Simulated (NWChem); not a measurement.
Species: HTeBr; SMILES Br[TeH]

```xyz
3

Te     0.0246    -0.9986     0.0000
H     -1.6394    -1.1114     0.0000
Br     0.0103     1.5154     0.0000
```
Atoms are numbered in this order, from 1.

Computed with NWChem. Geometry: optimised at PBE0/def2-SVP. def2 effective core potentials on Te; no spin-orbit coupling. Vertical excitations in the gas phase; the lowest state need not have the same character in each row.

| level | lowest excitation, singlet (eV) | oscillator strength of that lowest state | orbital gap (eV) |
|---|---|---|---|
| PBE/def2-SVP, full TDDFT | 2.17 | 0.000 | 1.83 |
| B3LYP/def2-SVP, full TDDFT | … | 0.000 | … |
| CAM-B3LYP/def2-SVP, full TDDFT | 2.30 | 0.000 | 6.06 |
| Hartree-Fock/def2-SVP, TDHF | 2.65 | 0.000 | 9.51 |

**Question.** What belongs in the gaps?

**Answer.** 
- B3LYP/def2-SVP, full TDDFT, lowest excitation, singlet (eV): 2.24
- B3LYP/def2-SVP, full TDDFT, orbital gap (eV): 3.31
